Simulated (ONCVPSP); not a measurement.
**Before and after: ONCV potential for lead**

- Element: Pb (Z = 82)
- Generator: ONCVPSP 4.0.1
- Type: optimised norm-conserving Vanderbilt (ONCV)
- Functional: PBE
- Relativity: fully relativistic
- Frozen core: [Kr] 4d10 4f14
- Valence charge: 22
- Reference configuration: 5s2 5p6 5d10 6s2 6p2
- Partial waves: 5s+6s: rc 1.40 bohr, ncon 4, nbas 7, qcut 10.9 1/bohr, 2 projectors; 5p+6p: rc 1.30 bohr, ncon 4, nbas 7, qcut 11.1 1/bohr, 2 projectors; 5d: rc 1.60 bohr, ncon 4, nbas 9, qcut 11.6 1/bohr, 3 projectors, debl 3.6 Ha; f scattering state at 0.28 Ha: rc 1.70 bohr, ncon 5, nbas 9, qcut 7.4 1/bohr, 2 projectors, debl 4 Ha
- Local potential: polynomial inside 1.25 bohr (lpopt 5, dvloc0 0 Ha)
- Core correction: Teter function, fcfact 5, rcfact 1.4

Open shells are filled in proportion to 2j + 1.

Change: s: rc 1.58.

Cutoffs: the cutoffs (Ha) at which the residual kinetic energy of the hardest occupied pseudo-wave falls to 1 and 0.1 mHa per electron; they do not see the model core or the augmentation charge, which bear on the density cutoff. Errors are all-electron minus pseudo energies relative to the spin-unpolarised reference configuration.

**Question.** How do hardness, ghosts and transferability respond?

**Answer.** The potential gets neither clearly harder nor softer (43 Ha and 51 Ha → 43 Ha and 51 Ha); of the 4 tests that both files solve, the error grows in 2 and shrinks in 0 by more than 15 % and 0.3 meV (median size 0.6 → 1.4 meV); neither file shows a bound ghost.

```csv
quantity,base,changed
"cutoff, loose",43 Ha,43 Ha
"cutoff, tight",51 Ha,51 Ha
loose cutoff by channel,"s 39 Ha, p 43 Ha, d 28 Ha","s 33 Ha, p 43 Ha, d 28 Ha"
bound ghosts,none,none
GHOST(+) flags under 300 eV,none,none
"error for 5s2 5p6 5d10 6s2 6p1, meV [ΔE 6.70 eV]",+0.5,+0.5
"error for 5s2 5p6 5d10 6s2 6p0, meV [ΔE 20.30 eV]",+1.2,+1.3
"error for 5s2 5p6 5d10 6s1 6p0, meV [ΔE 52.71 eV]",-0.7,-2.0
"error for 5s2 5p6 5d10 6s1 6p2, meV [ΔE 16.05 eV]",-0.5,-1.4
p3/2: phases at 1.32 bohr within 0.05 rad from the reference energy up to (Ha; the scan ends near 5),to the end of the scan,to the end of the scan
p1/2: phases at 1.32 bohr within 0.05 rad from the reference energy up to (Ha; the scan ends near 5),to the end of the scan,to the end of the scan
d5/2: phases at 1.62 bohr within 0.05 rad from the reference energy up to (Ha; the scan ends near 5),to the end of the scan,to the end of the scan
d3/2: phases at 1.62 bohr within 0.05 rad from the reference energy up to (Ha; the scan ends near 5),to the end of the scan,to the end of the scan
f7/2: phases at 1.72 bohr within 0.05 rad from the reference energy up to (Ha; the scan ends near 5),n/a,n/a
f5/2: phases at 1.72 bohr within 0.05 rad from the reference energy up to (Ha; the scan ends near 5),n/a,n/a
"rms error of d²Exc/dni dnj with the model core, mHa",2.87,2.76
```
